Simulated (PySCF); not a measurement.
CH5MoNO2S, multiplicity 1. Atoms are numbered in the order given.

```xyz
11

Mo     0.0668     0.3234     0.0742
O      1.5593     0.6228     0.8101
N      0.3102    -0.6151    -1.3632
C      1.1674    -1.3356    -2.2461
H      1.0598    -0.9594    -3.2783
H      2.2277    -1.2592    -1.9439
H      0.8797    -2.4017    -2.2483
O     -0.8417     1.9341    -0.3193
H     -1.2980     2.1249    -1.1497
S     -1.2191    -1.1728     1.3793
H     -1.0841    -0.4598     2.5266
```

Coordinates come from a B3LYP-D3(BJ)/def2-SVP optimisation. The spin state was assumed, not searched. The def2 effective core potentials stand for the cores of Mo; spin–orbit coupling is left out. The values are those of a single conformer.

The numbers are results of PBE/def2-TZVP (PySCF), not measurements.

ESP charges are fitted to the potential on shells at 1.4 to 2.0 van der Waals radii. Atomic charges (e):

```
atom  ESP fit  Löwdin
----  -------  ------
Mo1      0.72    0.36
O2      -0.35   -0.26
N3      -0.17   -0.14
C4      -0.35   -0.36
H5       0.14    0.13
H6       0.15    0.13
H7       0.17    0.14
O8      -0.54   -0.29
H9       0.37    0.17
S10     -0.37    0.05
H11      0.21    0.06
```
